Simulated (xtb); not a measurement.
ClIn, triplet, at a GFN2-xTB geometry (such geometries of metal compounds can be far from the true shape) (the spin is typed, not shown lowest), atoms displaced at random by about 0.02 Å a coordinate; GFN1-xTB with ALPB(methanol) run with xtb.

Here is a job for xtb.
```
$ xtb mol.xyz --gfn 1 --uhf 2 --opt --alpb methanol --json

# file mol.xyz
2

In     0.00597396    -0.02047314    -0.64436479
Cl     0.02186334    -0.03160070     1.80711528
```

Output, abridged:

```
   ID    Z sym.   atoms
    1   49 In     1
    2   17 Cl     2

           -------------------------------------------------
          |                Calculation Setup                |
           -------------------------------------------------

           -------------------------------------------------
          |                 G F N 1 - x T B                 |
           -------------------------------------------------

      * Solvation model:               ALPB
        Solvent                        methanol
        Parameter file                 internal GFN1-xTB/ALPB
        Dielectric constant                3.2700E+01
        Reference state                gsolv [1 M gas/solution]
        Free energy shift                  4.3754E-03 Eh       2.7456E+00 kcal/mol
        Temperature                        2.9815E+02 K
        Density                            7.9200E-01 kg/L
        Solvent mass                       3.2040E+01 g/mol
        Interaction kernel             P16
        Born radius scaling (c1)           1.7266E+00
        Born radii integrator          GBOBC
        Born offset                        0.0000E+00 a0       0.0000E+00 AA
        H-bond correction              true
        Ion screening                  false
        Surface tension                    1.0000E-05 Eh       1.5569E+01 dyn/cm
        Grid points                               230 per atom

          ...................................................
          :                      SETUP                      :
          :.................................................:
          :  # basis functions                  20          :
          :  # atomic orbitals                  18          :
          :  # shells                            6          :
          :  # electrons                        10          :
          :  # halogen bonds                     0          :
          :  max. iterations                   250          :
          :  Hamiltonian                  GFN1-xTB          :
          :  restarted?                      false          :
          :  GBSA solvation                   true          :
          :  PC potential                    false          :
          :  electronic temp.          300.0000000     K    :
          :  accuracy                    1.0000000          :
          :  -> integral cutoff          0.2500000E+02      :
          :  -> integral neglect         0.1000000E-07      :
          :  -> SCF convergence          0.1000000E-05 Eh   :
          :  -> wf. convergence          0.2000000E-04 e    :
          :  Broyden damping             0.4000000          :
          :  net charge                          0          :
          :  unpaired electrons                  2          :
          ...................................................

 iter      E             dE          RMSdq      gap      omega  full diag
   1     -5.5814283 -0.558143E+01  0.864E+00    0.00       0.0  T
   2     -5.5842245 -0.279623E-02  0.486E+00    0.00       1.0  T
   3     -5.5850122 -0.787682E-03  0.573E-01    0.00       1.0  T
   4     -5.5851040 -0.918509E-04  0.387E-01    0.00       1.0  T
   5     -5.5851043 -0.301096E-06  0.378E-02    0.00       1.9  T
   6     -5.5851043 -0.537602E-08  0.244E-02    0.00       2.9  T
   7     -5.5851043 -0.194400E-07  0.359E-04    0.00     197.1  T
   8     -5.5851043  0.129852E-11  0.355E-04    0.00     199.1  T
   9     -5.5851043 -0.249489E-11  0.786E-08    0.00  100000.0  T
  10     -5.5851043  0.000000E+00  0.531E-09    0.00  100000.0  T

   *** convergence criteria satisfied after 10 iterations ***

 transition dipole moment (au) for excitation:           5           6
     X       Y       Z
   0.0000   0.0000   0.0000  total (au/Debye):    0.000   0.000
 dE (eV)             :    8.749
 oscillator strength :  0.21377E-23

         :::::::::::::::::::::::::::::::::::::::::::::::::::::
         ::                     SUMMARY                     ::
         :::::::::::::::::::::::::::::::::::::::::::::::::::::
         :: total energy              -5.582938793012 Eh    ::
         :: total w/o Gsasa/hb        -5.571196046567 Eh    ::
         :: gradient norm              0.004663700222 Eh/a0 ::
         :: HOMO-LUMO gap              0.000000000007 eV    ::
         ::.................................................::
         :: SCC energy                -5.585104347128 Eh    ::
         :: -> electrostatic           0.000903411665 Eh    ::
         :: -> Gsolv                  -0.011935566116 Eh    ::
         ::    -> Gelec               -0.000192819671 Eh    ::
         ::    -> Gsasa               -0.016088729884 Eh    ::
         ::    -> Ghb                 -0.000029407933 Eh    ::
         ::    -> Gshift               0.004375391373 Eh    ::
         :: repulsion energy           0.002600149929 Eh    ::
         :: dispersion energy         -0.000434595813 Eh    ::
         :: halogen bond corr.         0.000000000000 Eh    ::
         :: add. restraining           0.000000000000 Eh    ::
         :: total charge               0.000000000000 e     ::
         :::::::::::::::::::::::::::::::::::::::::::::::::::::

      -----------------------------------------------------------
     |                   =====================                   |
     |                        A N C O P T                        |
     |                   =====================                   |
     |               Approximate Normal Coordinate               |
     |                Rational Function Optimizer                |
      -----------------------------------------------------------
      -----------------------------------------------------------
     |                   =====================                   |
     |                        A N C O P T                        |
     |                   =====================                   |
     |               Approximate Normal Coordinate               |
[...]
 * total energy  :    -5.5829388 Eh     change        0.8881784E-15 Eh
 * total energy  :    -5.5829685 Eh     change       -0.2969995E-04 Eh
 * total energy  :    -5.5830370 Eh     change       -0.6855141E-04 Eh
 * total energy  :    -5.5830374 Eh     change       -0.3871994E-06 Eh
   *** GEOMETRY OPTIMIZATION CONVERGED AFTER 4 ITERATIONS ***
[...]
          :  electronic temp.          300.0000000     K    :
          :  accuracy                    1.0000000          :
          :  -> integral cutoff          0.2500000E+02      :
          :  -> integral neglect         0.1000000E-07      :
          :  -> SCF convergence          0.1000000E-05 Eh   :
          :  -> wf. convergence          0.2000000E-04 e    :
          :  Broyden damping             0.4000000          :
          :  net charge                          0          :
          :  unpaired electrons                  2          :
          ...................................................

 iter      E             dE          RMSdq      gap      omega  full diag
   1     -5.5846771 -0.558468E+01  0.632E-09    0.00       0.0  T
   2     -5.5846771  0.888178E-15  0.469E-09    0.00  100000.0  T
   3     -5.5846771 -0.355271E-14  0.154E-09    0.00  100000.0  T

   *** convergence criteria satisfied after 3 iterations ***

 transition dipole moment (au) for excitation:           5           6
     X       Y       Z
   0.0000   0.0000   0.0000  total (au/Debye):    0.000   0.000
 dE (eV)             :    8.815
 oscillator strength :  0.10104E-23

         :::::::::::::::::::::::::::::::::::::::::::::::::::::
         ::                     SUMMARY                     ::
         :::::::::::::::::::::::::::::::::::::::::::::::::::::
         :: total energy              -5.583037431570 Eh    ::
         :: total w/o Gsasa/hb        -5.571254782199 Eh    ::
         :: gradient norm              0.000235918883 Eh/a0 ::
         :: HOMO-LUMO gap              0.000000000007 eV    ::
         ::.................................................::
         :: SCC energy                -5.584677114494 Eh    ::
         :: -> electrostatic           0.000897700067 Eh    ::
         :: -> Gsolv                  -0.011983139902 Eh    ::
         ::    -> Gelec               -0.000200490530 Eh    ::
         ::    -> Gsasa               -0.016127853887 Eh    ::
         ::    -> Ghb                 -0.000030186857 Eh    ::
         ::    -> Gshift               0.004375391373 Eh    ::
         :: repulsion energy           0.002074259339 Eh    ::
         :: dispersion energy         -0.000434576414 Eh    ::
         :: halogen bond corr.         0.000000000000 Eh    ::
         :: add. restraining           0.000000000000 Eh    ::
         :: total charge               0.000000000002 e     ::
         :::::::::::::::::::::::::::::::::::::::::::::::::::::

           -------------------------------------------------
          |                Property Printout                |
           -------------------------------------------------

    * Orbital Energies and Occupations

         #    Occupation            Energy/Eh            Energy/eV
      -------------------------------------------------------------
         1        2.0000           -0.9341118             -25.4185
         2        2.0000           -0.6381831             -17.3658
         3        2.0000           -0.4909792             -13.3602
         4        2.0000           -0.4909792             -13.3602
         5        1.0000           -0.4641912             -12.6313
         6        0.3550           -0.1402506              -3.8164 (HOMO)
         7        0.3550           -0.1402506              -3.8164 (LUMO)
         8        0.1450           -0.1391319              -3.7860
         9        0.1450           -0.1391319              -3.7860
        10                         -0.1101203              -2.9965
        11                         -0.1101203              -2.9965
        12                         -0.1077368              -2.9317
        13                         -0.0668794              -1.8199
        14                         -0.0668794              -1.8199
        15                         -0.0611340              -1.6635
        16                         -0.0552408              -1.5032
        17                         -0.0552408              -1.5032
        18                          0.1266268               3.4457
      -------------------------------------------------------------
                  HL-Gap            0.0000000 Eh            0.0000 eV
             Fermi-level           -0.3090369 Eh           -8.4093 eV

  Mulliken/CM5 charges         n(s)   n(p)   n(d)
     1In   -0.09087 -0.08376   1.847  0.344  0.900
     2Cl    0.09087  0.08376   1.944  4.945  0.020

Wiberg/Mayer (AO) data.
largest (>0.10) Wiberg bond orders for each atom

 ---------------------------------------------------------------------------
     #   Z sym  total        # sym  WBO       # sym  WBO       # sym  WBO
 ---------------------------------------------------------------------------
     1  49 In   0.722 --     2 Cl   0.722
     2  17 Cl   0.722 --     1 In   0.722
 ---------------------------------------------------------------------------

Topologies differ in total number of bonds
Writing topology from bond orders to xtbtopo.mol

 dipole moment from electron density (au)
     X       Y       Z
   0.0013  -0.0009   0.1979  total (Debye):    0.503

           -------------------------------------------------
          |                Geometry Summary                 |
           -------------------------------------------------

      molecular mass/u    :      150.2710242
   center of mass at/Å    :        0.0096696      -0.0230612      -0.0741933
  moments of inertia/u·Å² :       -0.4366088E-17   0.1669558E+03   0.1669558E+03
rotational constants/cm⁻¹ :       -0.3861039E+19   0.1009706E+00   0.1009706E+00

optimized geometry written to: xtbopt.xyz

           -------------------------------------------------
          | TOTAL ENERGY               -5.583037431570 Eh   |
          | GRADIENT NORM               0.000235918883 Eh/α |
          | HOMO-LUMO GAP               0.000000000007 eV   |
           -------------------------------------------------

normal termination of xtb
```
